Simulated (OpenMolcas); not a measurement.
Yb3+: moving or changing the point charges

Yb3+ among 3 point charges of -1 e arranged as a planar triangle (D3h), 2.73 Å from the ion.

```yaml
Program: OpenMolcas
Method: CASSCF
Basis: ANO-RCC-VDZP [7s6p4d2f1g]
Scalar_Hamiltonian: DKH2, point nucleus
Active_space: 13 electrons in 7 orbitals (4f)
State_averaging: 2S+1 = 2 odd, 7 roots
Spin-orbit_coupling: state interaction with AMFI integrals over the reference wave functions
```

Runs around this geometry, states (labels of D3, the rotations of D3h). Energies in cm-1 above the lowest state or level, χT in cm3 K/mol.

```csv
R (Å),Ground state,First state of that spin,First gap with spin-orbit (degeneracies),Width of lowest J,χT at 300 K
2.73,2A1,2A2 13.0,"404.1 (2, 2)",756,2.440
2.87,2A1,2A2 9.5,"346.3 (2, 2)",652,2.468
3.25,2A1,2A2 4.2,"235.8 (2, 2)",449,2.519
```

Taking the width of the lowest J multiplet as R^-n, n = -ln(449 / 756) / ln(3.25 / 2.73) = 3.0 between the shortest and longest distance.

Point charges carry no covalency, so the field is a model and not that of real ligands. No measured value stands beside these numbers.
